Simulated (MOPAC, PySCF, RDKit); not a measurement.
Noncovalent pair: NH3 (SMILES N) (first 4 atoms) with C2H3N (SMILES CC#N); geometry from B3LYP-D3(BJ)/def2-TZVP.
(charge 0, multiplicity 1):
```json
[
 {"atom": "N", "x (Å)": "-0.0534", "y (Å)": "0.0041", "z (Å)": "0.1706"},
 {"atom": "H", "x (Å)": "0.6499", "y (Å)": "0.3073", "z (Å)": "-0.4937"},
 {"atom": "H", "x (Å)": "0.3704", "y (Å)": "-0.7143", "z (Å)": "0.7493"},
 {"atom": "H", "x (Å)": "-0.7955", "y (Å)": "-0.4377", "z (Å)": "-0.3603"},
 {"atom": "C", "x (Å)": "-0.3981", "y (Å)": "1.2411", "z (Å)": "3.2766"},
 {"atom": "C", "x (Å)": "0.2775", "y (Å)": "-0.0374", "z (Å)": "3.4193"},
 {"atom": "N", "x (Å)": "0.8108", "y (Å)": "-1.0534", "z (Å)": "3.4962"},
 {"atom": "H", "x (Å)": "-1.3432", "y (Å)": "1.2308", "z (Å)": "3.8200"},
 {"atom": "H", "x (Å)": "0.2264", "y (Å)": "2.0436", "z (Å)": "3.6701"},
 {"atom": "H", "x (Å)": "-0.5858", "y (Å)": "1.4075", "z (Å)": "2.2139"}
]
```

Monomers are frozen at their geometry in the pair; levels with a basis set take the counterpoise correction. Rows marked so take none. RDKit's UFF carries no charges.

Rows in 6-31G*, STO-3G carry no dispersion term and start afresh at each structure (6-31G* with six Cartesian d functions). The state that PM3 reach isn't checked.

The values were computed with MOPAC for PM3 (differences of heats of formation); PySCF for 6-31G* rows, STO-3G rows; RDKit for the force fields. Values without a source in brackets are computed.

Task: One of these levels gives -18.9 meV for the interaction energy. Which one is it?
A) UFF
B) HF/6-31G* (no counterpoise)
C) PM3
D) HF/STO-3G (no counterpoise)

Result: C, PM3. The others give 17.9 (UFF), -99.5 (HF/STO-3G (no counterpoise)), -166.8 (HF/6-31G* (no counterpoise))
